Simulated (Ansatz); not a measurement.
The same molecule with X = O, S, Se. Ansatz, PBE0-D4/def2-TZVP geometries, multiplicity 1. Each molecule was computed in one conformer, which needn't be the lowest.

Scalar relativity is left out up to krypton.

```csv
X,molecule,mean X–C bond length / Å,mean X–H bond length / Å,size of the dipole moment (ωB97M-V/def2-TZVPP) / D,LUMO energy (PBE/def2-TZVPP) / eV,LUMO energy (ωB97M-V/def2-TZVPP) / eV
S,`SC1C[SiH2]1`,1.785,1.343,1.60,-1.03,1.51
Se,`[SeH]C1C[SiH2]1`,1.929,1.469,1.51,-1.19,1.40
```

Question: Give the row for X = O, `OC1C[SiH2]1`. (Estimate.)

Answer: Ansatz gave: 
```tsv
X	molecule	mean X–C bond length / Å	mean X–H bond length / Å	size of the dipole moment (ωB97M-V/def2-TZVPP) / D	LUMO energy (PBE/def2-TZVPP) / eV	LUMO energy (ωB97M-V/def2-TZVPP) / eV
O	`OC1C[SiH2]1`	1.398	0.963	1.45	-0.63	1.84
```

From O to Se the mean X–C bond length rises at each step, by 0.531 Å in all; the mean X–H bond length rises at each step, by 0.506 Å in all; the LUMO energy (PBE/def2-TZVPP) falls at each step, by 0.56 eV in all; the LUMO energy (ωB97M-V/def2-TZVPP) falls at each step, by 0.44 eV in all. Bonds lengthen as the atom grows down the group. Dipoles are sizes alone, and their direction can turn along the series.
